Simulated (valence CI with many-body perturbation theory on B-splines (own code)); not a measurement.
# Forbidden lines of Nb XVIII

Method: valence CI with perturbative core correlation (CI+MBPT): six valence electrons over a frozen Dirac-Fock core [Ar], a basis of 7 s, 7 p, 8 d, 6 f, 4 g, 1 h functions for each j, with the one-electron correlation potential Σ1, the two-electron term Σ2, the three-electron term Σ3, Breit, model QED; selected CI, second order for the rest, scaled by the run's own slope (own B-spline code, finite nucleus).

No measured levels were compared; by estimate terms of the open shell hold to 2 to 4 % of their energy, and close levels can change places. Core correlation moves these levels by up to 8900 cm⁻¹, and in measured spectra 5 to 20 % of such shifts remained as error; rates that hang on mixing are uncertain with them. Among the levels kept, up to 700 cm⁻¹ of a level comes from second order outside the variational space, and about a tenth of that is noise between levels of different J, which matters for small intervals. Only levels of the ground parity were solved; by the run's estimate the other parity begins above the list, which can be wrong where configurations are misplaced.

Lines 51 to 100 of 120 in falling wavelength, among levels below 43.770 eV, chosen from the decays that carry over 1 % of a level's rate. Wavelengths and rates use the calculated energies, so an error of 2000 cm⁻¹ moves a line at 2079 Å by 4.2 % and its rate by three times that or more. Electric multipoles are in the length gauge, E1 and E2 with the static RPA response of the core. S is in atomic units (e²a₀⁴ for E2 and M2, e²a₀⁶ for E3), for M1 in squared Bohr magnetons. Weak lines are less certain than strong ones. Lines between different terms over intervals too small for the method are left out, as are lines whose strength nearly cancels.

Names give the largest LS component (configuration and term), which can be under half, so a name can repeat, a term be missing and a line seem to break the LS rules; names also repeat where a configuration has a term twice. Letters in brackets count levels of one name in rising energy.

| λ vac (Å) | Upper | Lower | Type | A (s⁻¹) | S (a.u.) |
| --- | --- | --- | --- | --- | --- |
| 2079 | 3d6 3F_4 [a] | 3d6 5D_3 | M1 | 3.97e+01 | 1.19e-01 |
| 2063 | 3d6 1G_4 [a] | 3d6 3F_3 [a] | M1 | 1.50e+02 | 4.40e-01 |
| 2045 | 3d6 3D_1 | 3d6 3P_2 [a] | M1 | 1.31e+02 | 1.24e-01 |
| 1917 | 3d6 3D_3 | 3d6 3F_4 [a] | M1 | 8.82e+01 | 1.61e-01 |
| 1901 | 3d6 3P_2 [a] | 3d6 5D_3 | M1 | 1.08e+03 | 1.38e+00 |
| 1849 | 3d6 3P_0 [c] | 3d6 3D_1 | M1 | 5.55e+02 | 1.30e-01 |
| 1826 | 3d6 3P_1 [b] | 3d6 3D_1 | M1 | 8.82e+01 | 5.97e-02 |
| 1766 | 3d6 1D_2 [a] | 3d6 3F_2 [a] | M1 | 3.23e+02 | 3.30e-01 |
| 1714 | 3d6 1G_4 [a] | 3d6 3H_5 | M1 | 3.12e+02 | 5.24e-01 |
| 1676 | 3d6 1D_2 [a] | 3d6 3F_3 [a] | M1 | 3.62e+02 | 3.16e-01 |
| 1648 | 3d6 3F_2 [a] | 3d6 5D_1 | M1 | 5.05e+01 | 4.19e-02 |
| 1619 | 3d6 3F_4 [a] | 3d6 5D_4 | M1 | 4.78e+02 | 6.77e-01 |
| 1596 | 3d6 3F_3 [a] | 3d6 5D_2 | M1 | 7.82e+01 | 8.25e-02 |
| 1579 | 3d6 1F_3 | 3d6 3F_2 [a] | M1 | 2.62e+01 | 2.68e-02 |
| 1542 | 3d6 3F_4 [b] | 3d6 3D_3 | M1 | 1.33e+02 | 1.63e-01 |
| 1523 | 3d6 3F_2 [a] | 3d6 5D_2 | M1 | 2.14e+02 | 1.40e-01 |
| 1507 | 3d6 1F_3 | 3d6 3F_3 [a] | M1 | 6.53e+00 | 5.80e-03 |
| 1505 | 3d6 3F_3 [a] | 3d6 5D_3 | M1 | 3.18e+02 | 2.81e-01 |
| 1497 | 3d6 1G_4 [a] | 3d6 3F_4 [a] | M1 | 3.57e+01 | 3.99e-02 |
| 1470 | 3d6 3H_6 | 3d6 5D_4 | E2 | 2.54e-04 | 2.02e-05 |
| 1440 | 3d6 3F_2 [a] | 3d6 5D_3 | M1 | 7.54e+01 | 4.17e-02 |
| 1424 | 3d6 3H_5 | 3d6 5D_4 | M1 | 1.36e+01 | 1.60e-02 |
| 1406 | 3d6 3P_0 [c] | 3d6 3P_1 [a] | M1 | 1.72e+03 | 1.77e-01 |
| 1392 | 3d6 3P_1 [b] | 3d6 3P_1 [a] | M1 | 5.79e+01 | 1.74e-02 |
| 1386 | 3d6 3P_0 [a] | 3d6 5D_1 | M1 | 1.44e+03 | 1.42e-01 |
| 1381 | 3d6 3H_4 | 3d6 5D_3 | M1 | 5.47e+01 | 4.80e-02 |
| 1361 | 3d6 1D_2 [a] | 3d6 3P_2 [a] | M1 | 1.26e+02 | 5.87e-02 |
| 1353 | 3d6 3P_1 [a] | 3d6 5D_0 | M1 | 4.02e+02 | 1.11e-01 |
| 1327 | 3d6 3P_1 [b] | 3d6 3P_0 [a] | M1 | 8.64e+01 | 2.25e-02 |
| 1322 | 3d6 3P_1 [a] | 3d6 5D_1 | M1 | 5.03e+01 | 1.29e-02 |
| 1290 | 3d6 3F_4 [b] | 3d6 3G_4 | M1 | 5.97e+01 | 4.27e-02 |
| 1249 | 3d6 3F_3 [a] | 3d6 5D_4 | M1 | 1.53e+02 | 7.73e-02 |
| 1247 | 3d6 1F_3 | 3d6 3P_2 [a] | M1 | 1.69e+01 | 8.51e-03 |
| 1240 | 3d6 3P_1 [a] | 3d6 5D_2 | M1 | 3.55e+02 | 7.53e-02 |
| 1214 | 3d6 3F_4 [b] | 3d6 3G_5 | M1 | 3.82e+02 | 2.28e-01 |
| 1181 | 3d6 1F_3 | 3d6 3F_4 [a] | M1 | 1.23e+02 | 5.28e-02 |
| 1162 | 3d6 3H_4 | 3d6 5D_4 | M1 | 3.88e+02 | 2.03e-01 |
| 1157 | 3d6 3D_2 | 3d6 5D_1 | M1 | 2.36e+01 | 6.77e-03 |
| 1142 | 3d6 3G_4 | 3d6 5D_3 | M1 | 2.21e+01 | 1.10e-02 |
| 1123 | 3d6 3G_3 | 3d6 5D_2 | M1 | 2.82e+01 | 1.04e-02 |
| 1099 | 3d6 3D_1 | 3d6 5D_0 | M1 | 3.82e+01 | 5.64e-03 |
| 1094 | 3d6 3D_2 | 3d6 5D_2 | M1 | 2.28e+02 | 5.53e-02 |
| 1079 | 3d6 3F_4 [b] | 3d6 3H_4 | M1 | 1.83e+02 | 7.65e-02 |
| 1079 | 3d6 3D_1 | 3d6 5D_1 | M1 | 3.11e+02 | 4.34e-02 |
| 1077 | 3d6 3G_3 | 3d6 5D_3 | M1 | 1.09e+02 | 3.55e-02 |
| 1038 | 3d6 3G_5 | 3d6 5D_4 | M1 | 1.23e+01 | 5.60e-03 |
| 1036 | 3d6 3D_3 | 3d6 5D_2 | M1 | 9.99e+00 | 2.89e-03 |
| 1023 | 3d6 3D_1 | 3d6 5D_2 | M1 | 2.92e+02 | 3.48e-02 |
| 1013 | 3d6 3F_4 [b] | 3d6 3F_3 [a] | M1 | 5.50e+01 | 1.91e-02 |
| 997.3 | 3d6 3D_3 | 3d6 5D_3 | M1 | 2.07e+02 | 5.32e-02 |
